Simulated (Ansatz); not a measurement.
Q: Name a neutral molecule of C, Cl, N, O, Ta and H with HOMO–LUMO gap (PBE/def2-TZVPP) between 4.55 and 4.85 eV and LUMO energy (PBE/def2-TZVPP) between -2.45 and -2.15 eV (Ansatz, PBE0-D4/def2-TZVP geometry).

A: `[CH3][Ta]([NH2])(=[O])[Cl]` (4.61 eV, -2.36 eV). Other molecules can fit too; these were computed, each in one conformer that needn't be the lowest.
